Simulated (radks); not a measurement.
Results of a calculation; reference values are marked as such.
Valence configurations of the neon ion Ne+ (all share [He]). Code: a radial shooting solver on a logarithmic mesh with Libxc functionals. Model: non-relativistic Kohn-Sham, TPSS, spin-polarised, spherical densities, point nucleus; open shells are filled with parallel spins first; meta-GGA in the generalised Kohn-Sham scheme. Energies are relative to 2s2 2p5; eigenvalues in eV for spin up.

valence	E (eV)	moment (Bohr magnetons)	e(2p)	e(2s)
2s2 2p5	0.000	1	-33.492	-57.387
2s1.5 2p5.5	11.915	1	-33.574	-57.576
2s1 2p6	23.752	1	-33.658	-57.764

NIST lists [He] 2s2 2p5 as the ground configuration; this level of theory agrees among the configurations tried. The energies are those of spherical high-spin densities, not of single terms.
